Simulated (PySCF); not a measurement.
F₄Zr, charge +1, multiplicity 2. Atoms are numbered in the order given.

```xyz
5

Zr     0.0000     0.0000     0.1760
F      0.0000     1.5562     1.1813
F      0.0000    -1.5562     1.1813
F      1.0218     0.0000    -1.5725
F     -1.0218     0.0000    -1.5725
```
Charge +1, spin multiplicity 2.

Geometry optimised at B3LYP-D3(BJ)/def2-SVP. The spin state was assumed, not searched. The def2 effective core potentials stand for the cores of Zr; spin–orbit coupling is left out.

The numbers are results of PBE0/def2-TZVPD (PySCF), not measurements.

Mulliken values depend strongly on the basis, most of all with diffuse functions as here. ESP charges are fitted to the potential on shells at 1.4 to 2.0 van der Waals radii. Atomic charges (e):

| atom | ESP fit | Mulliken | Mulliken spin |
|---|---|---|---|
| Zr1 | 1.87 | 2.35 | -0.05 |
| F2 | -0.31 | -0.43 | 0.00 |
| F3 | -0.31 | -0.43 | 0.00 |
| F4 | -0.13 | -0.24 | 0.52 |
| F5 | -0.13 | -0.24 | 0.52 |
